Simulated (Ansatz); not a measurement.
Stepwise reaction of `C#[C][GeH]([C]#C)[C]#C` with hydrogen, as a gas-phase model of exchange steps in deposition or etching. ΔE in kJ/mol; ΔG adds harmonic PBE0-D4 terms to CCSD(T)/CBS, at 1 bar.

Calculated with Ansatz (gas phase, PBE0-D4/def2-TZVP geometries, no zero-point term in ΔE). CCSD(T)/CBS adds triple-zeta CCSD(T) − MP2 to the extrapolated MP2 energy (def2 sets, frozen cores). This one scheme is used for every species. Functionals use def2-TZVPP. B3LYP here is the variant with VWN-RPA as its local correlation; programs differ in this. For Ge outer-core shells are correlated without core-valence functions, which leaves a few kJ/mol of doubt a bond. Scalar relativity is left out up to krypton.

```
step                                                    reaction  PBE-D4  B3LYP-D4  ωB97M-V  CCSD(T)/CBS  ΔG(600 K)
   1  `C#[C][GeH]([C]#C)[C]#C` + H₂ → `C#[C][GeH2][C]#C` + `C#C`    -5.7      -7.3     -8.2         -4.3       -5.5
   2             `C#[C][GeH2][C]#C` + H₂ → `C#[C][GeH3]` + `C#C`    -4.8      -6.9     -7.2         -3.4       -0.8
   3                           `C#[C][GeH3]` + H₂ → GeH₄ + `C#C`    -3.8      -6.6     -6.4         -2.1        5.1
```

(1) By hand: ΔE of the 3 steps together at CCSD(T)/CBS.

Results:

(1) (-4.3) + (-3.4) + (-2.1) = -9.8 kJ/mol, or -3.3 kJ/mol a step.

In ΔE the steps differ by no more than 2.2 kJ/mol. ΔG lies between -5.5 and 5.1 kJ/mol a step. PBE-D4 differs from CCSD(T)/CBS by -1.7 to -1.4 kJ/mol a step. Only this route is followed, and other bonds may react first. Isolated molecules leave out the surface, adducts and barriers. Largest T1 diagnostic: 0.013.
